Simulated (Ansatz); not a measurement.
Ansatz (a first-principles code) input (CCSD(T)/cc-pVTZ):

Ansatz 0.2 input:
```yaml
crystal:
  periodic: [false, false, false]
  atoms:
    - {symbol: C, position_ang: [-1.70345816, -0.82158574, -0.42605077]}
    - {symbol: C, position_ang: [-0.57951860, 0.05057871, 0.16201849]}
    - {symbol: C, position_ang: [-0.52169045, 1.42769907, -0.49865260]}
    - {symbol: C, position_ang: [0.69230231, -0.73077476, -0.00652922]}
    - {symbol: O, position_ang: [1.86069893, 0.06915361, 0.67621405]}
    - {symbol: H, position_ang: [-2.65467468, -0.30859008, -0.29303817]}
    - {symbol: H, position_ang: [-1.77366522, -1.79206422, 0.06621758]}
    - {symbol: H, position_ang: [-1.55782401, -0.98073214, -1.49585457]}
    - {symbol: H, position_ang: [-0.77544493, 0.15857401, 1.23661376]}
    - {symbol: H, position_ang: [-0.35550657, 1.33457491, -1.57377631]}
    - {symbol: H, position_ang: [0.26553022, 2.06089505, -0.08740342]}
    - {symbol: H, position_ang: [-1.46813513, 1.94616339, -0.35210667]}
    - {symbol: H, position_ang: [0.69901426, -1.69909476, 0.48738837]}
    - {symbol: H, position_ang: [1.04608912, -0.78957378, -1.03264474]}
    - {symbol: H, position_ang: [2.72140072, -0.38873599, 0.66588578]}
    - {symbol: H, position_ang: [1.64181404, 0.34985113, 1.58429050]}
basis:
  gaussian:
    orbitals: cc-pVTZ
total_charge: 1
magnetization: {spin_polarized: false}
correlation: {method: ccsd_t, electrons: outside_noble_gas}
```

End of the output:

```
integrals: 2.81 GiB planned
1715 factors; integrals over basis functions are off by at most 1.1e-3 eV
1.52 GiB of device memory are held for the factors and their scratch space
mean field: 1.54 GiB planned
mean field evaluation 1: about -6321.3636 eV, gradient 5.3e1 eV
mean field evaluation 2: about -6321.6060 eV, gradient 5.3e1 eV
mean field evaluation 4: about -6328.1486 eV, gradient 4.4e0 eV
mean field evaluation 8: about -6328.2206 eV, gradient 3.1e-1 eV
mean field evaluation 16: about -6321.3640 eV, gradient 5.3e1 eV
mean field -6328.22097808 eV, -232.5578315222 hartree, gradient 1.9e-6 eV, S^2 0.000000; 0 other end points of the search recorded, 0 dependent functions left out
5 core orbitals not correlated
reference -6328.22097808 eV, -232.5578315222 hartree; 16, 16 occupied and 283, 283 virtual orbitals, 1715 factors
second order -25.69786868 eV of doubles, -0.00000000 eV of singles
coupled cluster: 15.25 GiB planned
cycle   1  -26.42966008 eV  change   -7.3e-1 eV  update   9.2e-2
cycle   2  -27.02540949 eV  change   -6.0e-1 eV  update   2.5e-2
cycle   3  -27.11984912 eV  change   -9.4e-2 eV  update   1.1e-2
cycle   4  -27.11456808 eV  change    5.3e-3 eV  update   2.4e-3
cycle   5  -27.11525673 eV  change   -6.9e-4 eV  update   1.1e-3
cycle   6  -27.11565870 eV  change   -4.0e-4 eV  update   3.3e-4
cycle   7  -27.11549459 eV  change    1.6e-4 eV  update   1.4e-4
cycle   8  -27.11546304 eV  change    3.2e-5 eV  update   4.7e-5
cycle   9  -27.11546836 eV  change   -5.3e-6 eV  update   1.5e-5
perturbative correction -1.00239933 eV, -0.0368374959 hartree
Total energy: -6356.33884577 eV, -233.5911441008 hartree
```

It need not be the lowest isomer of its formula.
